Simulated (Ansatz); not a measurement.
`Cc1csc(-c2sc(-c3sc(-c4sc(-c5sc(-c6sc(-c7sccc7C)cc6C)cc5C)cc4C)cc3C)cc2C)c1`, relaxed as a singlet with RKS PBE-D4/def2-SVP in Ansatz, starting from the GFN2-xTB geometry. Force threshold 0.03 eV/Å.

Single mean-field runs in def2-SVP are fitted with def2-universal-jkfit.

Start:

```xyz
72

C    -2.909   -8.742    6.919
C    -2.463   -7.524    6.179
C    -1.178   -7.247    5.829
S    -1.028   -5.767    4.966
C    -2.747   -5.492    5.069
C    -3.330   -4.322    4.486
S    -2.506   -3.494    3.193
C    -3.785   -2.322    3.060
C    -3.747   -1.274    2.088
S    -2.225   -0.644    1.515
C    -3.034    0.520    0.505
C    -2.319    1.477   -0.281
S    -0.753    1.106   -0.951
C    -0.669    2.658   -1.736
C     0.439    3.031   -2.561
S     2.052    2.474   -2.204
C     2.710    3.356   -3.556
C     4.111    3.345   -3.835
S     5.111    2.057   -3.219
C     6.536    2.740   -3.947
C     7.830    2.152   -3.842
S     9.202    3.013   -4.501
C    10.269    1.756   -4.023
C     9.614    0.743   -3.402
C     8.220    0.952   -3.287
C     7.299   -0.028   -2.644
C     6.218    3.901   -4.611
C     4.862    4.254   -4.558
C     4.346    5.504   -5.192
C     1.707    4.008   -4.232
C     0.426    3.835   -3.682
C    -0.792    4.433   -4.306
C    -1.787    3.402   -1.451
C    -2.722    2.751   -0.627
C    -3.970    3.424   -0.156
C    -4.396    0.379    0.606
C    -4.811   -0.628    1.492
C    -6.251   -0.965    1.696
C    -4.765   -2.577    3.988
C    -4.520   -3.698    4.800
C    -5.451   -4.105    5.896
C    -3.356   -6.518    5.742
H    -3.572   -9.338    6.292
H    -2.058   -9.353    7.211
H    -3.462   -8.457    7.814
H    -0.299   -7.827    6.025
H    11.316    1.847   -4.235
H    10.107   -0.140   -3.035
H     6.861    0.392   -1.738
H     6.479   -0.285   -3.314
H     7.841   -0.933   -2.384
H     6.959    4.486   -5.127
H     5.168    6.198   -5.351
H     3.893    5.291   -6.161
H     3.599    5.978   -4.559
H     1.874    4.569   -5.131
H    -1.667    3.819   -4.109
H    -0.975    5.434   -3.916
H    -0.650    4.514   -5.381
H    -1.924    4.413   -1.787
H    -4.266    3.051    0.822
H    -4.790    3.253   -0.855
H    -3.804    4.498   -0.093
H    -5.089    0.955    0.021
H    -6.659   -0.433    2.556
H    -6.825   -0.673    0.820
H    -6.378   -2.033    1.862
H    -5.627   -1.950    4.118
H    -6.085   -4.933    5.576
H    -4.896   -4.419    6.778
H    -6.093   -3.268    6.160
H    -4.417   -6.583    5.895
```

Q: Estimate the energy that the relaxation releases and the steps that it takes.

A: 15.5 kcal/mol, in 19 steps; 1.8 min on 4 threads of AMD EPYC 7R13 on a shared host and a share (37 GiB) of an NVIDIA H100 80GB HBM3. The force fell under the threshold at step 6, but the optimiser went on and released 0.056 eV more. No frequencies were taken in this run, so the end may be a saddle point.

Q: Does the start keep its bonding?

A: By distances, no bond broke or formed. The bond that changes most is C21–C25, from 1.38 to 1.40 Å (atoms count from 1).

Q: Predict the relaxed structure.

A: 
Cartesian coordinates in Å:
```
C -1.494 -8.546 6.331
C -1.357 -7.215 5.645
C -0.154 -6.658 5.241
S -0.357 -5.115 4.488
C -2.101 -5.184 4.677
C -2.929 -4.099 4.196
S -2.372 -3.112 2.861
C -3.793 -2.088 2.926
C -3.930 -0.977 2.015
S -2.496 -0.252 1.313
C -3.439 0.880 0.364
C -2.780 1.810 -0.519
S -1.156 1.464 -1.084
C -1.062 2.970 -1.976
C 0.141 3.313 -2.693
S 1.670 2.607 -2.203
C 2.543 3.413 -3.491
C 3.960 3.195 -3.654
S 4.682 1.731 -3.018
C 6.289 2.204 -3.535
C 7.453 1.379 -3.307
S 8.983 1.874 -4.013
C 9.808 0.514 -3.340
C 8.952 -0.286 -2.612
C 7.603 0.186 -2.582
C 6.497 -0.523 -1.854
C 6.225 3.439 -4.183
C 4.929 4.013 -4.259
C 4.652 5.350 -4.883
C 1.668 4.215 -4.226
C 0.315 4.170 -3.792
C -0.793 4.922 -4.473
C -2.265 3.668 -1.853
C -3.241 3.033 -1.038
C -4.584 3.636 -0.743
C -4.799 0.702 0.631
C -5.092 -0.336 1.556
C -6.490 -0.718 1.948
C -4.657 -2.541 3.925
C -4.186 -3.671 4.649
C -4.940 -4.292 5.790
C -2.463 -6.367 5.319
H -2.148 -9.232 5.753
H -0.512 -9.041 6.458
H -1.950 -8.436 7.338
H 0.852 -7.082 5.355
H 10.881 0.380 -3.521
H 9.274 -1.205 -2.101
H 5.995 0.137 -1.116
H 5.707 -0.884 -2.547
H 6.890 -1.403 -1.308
H 7.119 3.936 -4.586
H 5.584 5.940 -4.979
H 4.220 5.250 -5.902
H 3.930 5.938 -4.281
H 1.984 4.790 -5.105
H -1.709 4.304 -4.564
H -1.076 5.840 -3.914
H -0.487 5.240 -5.489
H -2.427 4.657 -2.300
H -4.848 3.539 0.330
H -5.395 3.145 -1.322
H -4.598 4.711 -1.007
H -5.584 1.278 0.127
H -6.764 -0.319 2.948
H -7.225 -0.317 1.224
H -6.614 -1.819 1.994
H -5.597 -2.033 4.173
H -5.495 -5.201 5.473
H -4.259 -4.597 6.609
H -5.684 -3.583 6.202
H -3.507 -6.643 5.513
```
Bond lengths: 34 × C–C 1.38 to 1.50 Å; 14 × C–S 1.73 to 1.76 Å; 30 × C–H 1.10 to 1.11 Å.
